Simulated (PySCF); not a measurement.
## Ionisation energy of Cr²⁺ by level of theory

Cr²⁺ [Ar] 3d4 (5D) → Cr³⁺ [Ar] 3d3 (4F), as a difference of total energies. Calculation: PySCF 2.14, in jorge-DZP-DKH (8s6p2d1f, 43 functions); scalar relativity by spin-free X2C-1e. Correlated levels: valence: [Ar] frozen. The calculations carry no spin-orbit coupling.

```
           method  ionisation energy (eV)  difference from reference (eV)
              UHF                  29.938                          -1.021
             BP86                  31.692                          +0.733
             PBE0                  31.555                          +0.596
    MP2 (valence)                  30.310                          -0.649
SCS-MP2 (valence)                  30.062                          -0.897
```

Reference: 30.959 ± 0.025 eV (measured; NIST Atomic Spectra Database, ionization energies).

The reference lies between the lowest fine-structure levels, while these numbers refer to the centres of the terms.

Errors of the correlated levels include the incompleteness of this basis and the frozen core.
